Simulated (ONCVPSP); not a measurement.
# Building the ONCV potential for In (PBE, scalar-relativistic).

ONCVPSP 4.0.1 was run on this input:

```
# ATOM AND REFERENCE CONFIGURATION
# atsym  z   nc   nv     iexc    psfile
  In 49.00    6    5        4      upf
#
#   n    l    f
    1    0    2.00
    2    0    2.00
    2    1    6.00
    3    0    2.00
    3    1    6.00
    3    2   10.00
    4    0    2.00
    4    1    6.00
    4    2   10.00
    5    0    2.00
    5    1    1.00
#
# PSEUDOPOTENTIAL AND OPTIMIZATION
# lmax
    3
#
#   l,   rc,      ep,       ncon, nbas, qcut
    0    1.25    0.00    4    7    7.30
    1    1.75    0.00    3    6    7.60
    2    1.80    0.00    3    7    7.40
    3    1.25    0.24    4    7    7.70
#
# LOCAL POTENTIAL
# lloc, lpopt,  rc(5),   dvloc0
    3    5    1.25    0.00
#
# VANDERBILT-KLEINMAN-BYLANDER PROJECTORs
# l, nproj, debl
    0    2    0.50
    1    2    3.30
    2    2    3.40
    3    0    1.70
#
# MODEL CORE CHARGE
# icmod, fcfact, rcfact
    0    0.00    0.00
#
# LOG DERIVATIVE ANALYSIS
# epsh1, epsh2, depsh
   -6.00    5.00    0.04
#
# OUTPUT GRID
# rlmax, drl
    6.00    0.01
#
# TEST CONFIGURATIONS
# ncnf
    4
# nvcnf
#   n    l    f
    5
    4    0    2.00
    4    1    6.00
    4    2   10.00
    5    0    2.00
    5    1    0.00
#
    5
    4    0    2.00
    4    1    6.00
    4    2   10.00
    5    0    1.00
    5    1    0.00
#
    5
    4    0    2.00
    4    1    6.00
    4    2   10.00
    5    0    0.00
    5    1    0.00
#
    5
    4    0    2.00
    4    1    6.00
    4    2   10.00
    5    0    1.00
    5    1    1.00
#
```

Command:

```bash
oncvpsp.x < In.dat > In.out
```

The program printed (shortened: citation, most of the input echo, consistency checks and plot data are left out):

```
ONCVPSP  (Optimized Norm-Conservinng Vanderbilt PSeudopotential)
scalar-relativistic version 4.0.1

#   n    l    f        energy (Ha)
    1    0    2.00    -1.0199550E+03
    2    0    2.00    -1.5271681E+02
    2    1    6.00    -1.3706868E+02
    3    0    2.00    -2.8979330E+01
    3    1    6.00    -2.3855262E+01
    3    2   10.00    -1.5901853E+01
    4    0    2.00    -4.3974108E+00
    4    1    6.00    -2.8712316E+00
    4    2   10.00    -6.8439220E-01
    5    0    2.00    -3.0176496E-01
    5    1    1.00    -9.2560952E-02

Reference configufation results
  iterations    22
  all-electron total energy (Ha)   -5.88163595D+03

Begin loop to  construct optimized pseudo wave functions
and semi-local pseudopoentials for all angular momenta

Calculating optimized projector #   1

 for l=   0

    Fraction of norm inside rc  0.911019
    Optimizing pswf for qcut=   7.32 a_B^-1,  ecut=  26.77 Ha
    Residual kinetic energy error=  2.05D-03 Ha

    Energy error per electron        Cutoff
         Ha          eV             Ha
         0.01000     0.27211       21.77
         0.00100     0.02721       40.68
         0.00010     0.00272       78.91
         0.00001     0.00027      113.47

Calculating optimized projector #   2

 for l=   0

    Fraction of norm inside rc  0.045580
    Optimizing pswf for qcut=   7.32 a_B^-1,  ecut=  26.77 Ha
    Residual kinetic energy error=  9.25D-04 Ha

    Energy error per electron        Cutoff
         Ha          eV             Ha
         0.01000     0.27211       18.02
         0.00100     0.02721       26.44
         0.00010     0.00272       55.01
         0.00001     0.00027       96.90

Calculating optimized projector #   1

 for l=   1

    Fraction of norm inside rc  0.980573
    Optimizing pswf for qcut=   7.60 a_B^-1,  ecut=  28.88 Ha
    Residual kinetic energy error=  1.33D-06 Ha

    Energy error per electron        Cutoff
         Ha          eV             Ha
         0.01000     0.27211       16.86
         0.00100     0.02721       20.88
         0.00010     0.00272       24.04
         0.00001     0.00027       26.53

Calculating optimized projector #   2

 for l=   1

    Fraction of norm inside rc  0.051773
    Optimizing pswf for qcut=   7.60 a_B^-1,  ecut=  28.88 Ha
    Residual kinetic energy error=  2.11D-07 Ha

    Energy error per electron        Cutoff
         Ha          eV             Ha
         0.01000     0.27211       12.02
         0.00100     0.02721       17.07
         0.00010     0.00272       21.30
         0.00001     0.00027       24.64

   Wellstate for l =  2  n =  6
     eigenvalue =   2.7156
     asymptotic potential =   3.2156
     half-point radius =  3.1480

Calculating optimized projector #   1

 for l=   2

    Fraction of norm inside rc  0.886101
    Optimizing pswf for qcut=   7.40 a_B^-1,  ecut=  27.37 Ha
    Residual kinetic energy error=  4.69D-05 Ha

    Energy error per electron        Cutoff
         Ha          eV             Ha
         0.01000     0.27211       19.61
         0.00100     0.02721       23.22
         0.00010     0.00272       26.53
         0.00001     0.00027       62.56

Calculating optimized projector #   2

 for l=   2

    Fraction of norm inside rc  0.180408
    Optimizing pswf for qcut=   7.40 a_B^-1,  ecut=  27.37 Ha
    Residual kinetic energy error=  3.45D-04 Ha

    Energy error per electron        Cutoff
         Ha          eV             Ha
         0.01000     0.27211       21.53
         0.00100     0.02721       25.58
         0.00010     0.00272       40.03
         0.00001     0.00027       83.86

   Wellstate for l =  3  n =  4
     eigenvalue =   0.2400
     asymptotic potential =   0.7400
     half-point radius = 11.4641

Calculating optimized projector #   1

 for l=   3

    Fraction of norm inside rc  0.000356
    Optimizing pswf for qcut=   7.68 a_B^-1,  ecut=  29.52 Ha
    Residual kinetic energy error=  3.51D-05 Ha

    Energy error per electron        Cutoff
         Ha          eV             Ha
         0.01000     0.27211        0.93
         0.00100     0.02721        7.80
         0.00010     0.00272       23.48
         0.00001     0.00027       55.13

Construct Vanderbilt / Kleinmman-Bylander projectors

B matrix Hermiticity error, ll=   0
   1   2    6.6022E-04

  Orthonormal projector coefficients  4.5189E+01  1.1865E+01

B matrix Hermiticity error, ll=   1
   1   2    2.5728E-04

  Orthonormal projector coefficients  4.8428E+01  8.6794E+00

B matrix Hermiticity error, ll=   2
   1   2   -4.3384E-04

  Orthonormal projector coefficients  8.0375E+00 -2.5184E+00

Pseudoatom total energy -187.154495

Diagnostic tests using Vanderbilt-Kleinman-Bylander pseudopotentials
  1 or more projectors used as specified by nproj input data

   l    rcore       rmatch      e in        delta e   norm test  slope test

   0   1.2537708   1.2918380  -4.3974108  -0.0000058   1.0002607   1.0002567
   0   1.2537708   1.2918380  -0.3017650   0.0000125   1.0000762   1.0000670

   1   1.7526899   1.8059053  -2.8712316  -0.0000016   1.0001757   1.0001610
   1   1.7526899   1.8059053  -0.0925610   0.0000034   1.0000402   1.0000250

   2   1.8059053   1.8607365  -0.6843922  -0.0000531   1.0000738   1.0000432
   2   1.8059053   1.8607365   2.7156078  -0.0001133   1.0001526   1.0001526

   3   1.2537708   1.2918380   0.2400000   0.0000274   1.0000035   1.0000035

 Testing for bound ghosts
   n   l    E NL Schr. Eq   E Basis Diag.   E Cutoff

   1   0       -4.397417       -4.396980    120.82
   2   0       -0.301752       -0.165596    120.82

   2   1       -2.871233       -2.853729     51.26
   3   1       -0.092558       -0.025082     51.26

   3   2       -0.684445       -0.681721     79.51

 Testing for highly-localized positive-energy ghosts
       l    <radius>/rc     E Basis Diag.   E Cutoff

       0        0.756201        4.162786    120.82  WARNING - GHOST(+)

       0        0.599409       38.590157    120.82  WARNING - GHOST(+)

       1        0.621081       54.481989     51.26  WARNING - GHOST(+)

Test configuration 0

   n   l     f        eae           eps        diff
   1   0  2.0000-1019.95496395
   2   0  2.0000 -152.71680934
   2   1  6.0000 -137.06867834
   3   0  2.0000  -28.97933047
   3   1  6.0000  -23.85526208
   3   2 10.0000  -15.90185308
   4   0  2.0000   -4.39741076   -4.39741660   -5.84D-06
   4   1  6.0000   -2.87123162   -2.87123324   -1.62D-06
   4   2 10.0000   -0.68439220   -0.68444531   -5.31D-05
   5   0  2.0000   -0.30176496   -0.30175247    1.25D-05
   5   1  1.0000   -0.09256095   -0.09255756    3.40D-06

    Total energies and differences
      AE_ref= -5.88163595D+03  AE_tst= -5.88163595D+03  dif=  0.00D+00
      PS_ref= -1.87154495D+02  PS_tst= -1.87154495D+02  dif=  5.68D-14
      PSP excitation error= -5.68D-14

Test configuration 1

   n   l     f        eae           eps        diff
   1   0  2.0000-1020.23088656
   2   0  2.0000 -152.99126966
   2   1  6.0000 -137.34330486
   3   0  2.0000  -29.25359294
   3   1  6.0000  -24.12953529
   3   2 10.0000  -16.17605630
   4   0  2.0000   -4.67171257   -4.67216872   -4.56D-04
   4   1  6.0000   -3.14569823   -3.14597773   -2.80D-04
   4   2 10.0000   -0.95816598   -0.95835598   -1.90D-04
   5   0  2.0000   -0.54849627   -0.54849042    5.84D-06

    Total energies and differences
      AE_ref= -5.88163595D+03  AE_tst= -5.88143885D+03  dif=  1.97D-01
      PS_ref= -1.87154495D+02  PS_tst= -1.86957351D+02  dif=  1.97D-01
      PSP excitation error= -4.28D-05

Test configuration 2

   n   l     f        eae           eps        diff
   1   0  2.0000-1020.62443740
   2   0  2.0000 -153.38008447
   2   1  6.0000 -137.73238653
   3   0  2.0000  -29.64280069
   3   1  6.0000  -24.51873439
   3   2 10.0000  -16.56498989
   4   0  2.0000   -5.06106775   -5.06319172   -2.12D-03
   4   1  6.0000   -3.53499747   -3.53648574   -1.49D-03
   4   2 10.0000   -1.34244364   -1.34318750   -7.44D-04
   5   0  1.0000   -0.86991953   -0.87007796   -1.58D-04

    Total energies and differences
      AE_ref= -5.88163595D+03  AE_tst= -5.88073196D+03  dif=  9.04D-01
      PS_ref= -1.87154495D+02  PS_tst= -1.86250287D+02  dif=  9.04D-01
      PSP excitation error= -2.26D-04

Test configuration 3

psatom: WARNING lschvkbb convergence error n,l,iter=   3   1   4
ea(ii),et,emin,emax -1.001258E-01 -1.101384E-01 -1.101384E-01 -1.101384E-01
run_config: WARNING for fully non-local PS atom, stg. 1
 WARNING no output for configuration 4

Test configuration 4

   n   l     f        eae           eps        diff
   1   0  2.0000-1020.29110303
   2   0  2.0000 -153.04997764
   2   1  6.0000 -137.40196562
   3   0  2.0000  -29.31310589
   3   1  6.0000  -24.18902460
   3   2 10.0000  -16.23541793
   4   0  2.0000   -4.73189678   -4.73293891   -1.04D-03
   4   1  6.0000   -3.20579344   -3.20655528   -7.62D-04
   4   2 10.0000   -1.01571742   -1.01612909   -4.12D-04
   5   0  1.0000   -0.58462466   -0.58466904   -4.44D-05
   5   1  1.0000   -0.33863575   -0.33865311   -1.74D-05

    Total energies and differences
      AE_ref= -5.88163595D+03  AE_tst= -5.88119655D+03  dif=  4.39D-01
      PS_ref= -1.87154495D+02  PS_tst= -1.86715018D+02  dif=  4.39D-01
      PSP excitation error= -7.83D-05
```

The run took about 3.3 s on one core of a shared server CPU.
